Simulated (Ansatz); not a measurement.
`[CH3][Ge]([OH])([OH])[OH]`, charge 0, multiplicity 1.

Give a relaxed structure at PBE0-D4/def2-TZVP (Ansatz 0.2.0). (Estimate.)

Computed: 
Cartesian coordinates in Å:
```
C -0.487 -0.682 1.425
Ge 0.079 0.111 -0.231
O 1.826 -0.069 -0.473
O -0.288 1.845 -0.279
O -0.729 -0.641 -1.619
H 0.160 -0.341 2.233
H -1.515 -0.391 1.637
H -0.428 -1.768 1.349
H 2.019 -0.442 -1.336
H 0.490 2.356 -0.518
H -1.127 0.023 -2.188
```
Point group C3.
This is one stationary point; other conformers may exist.
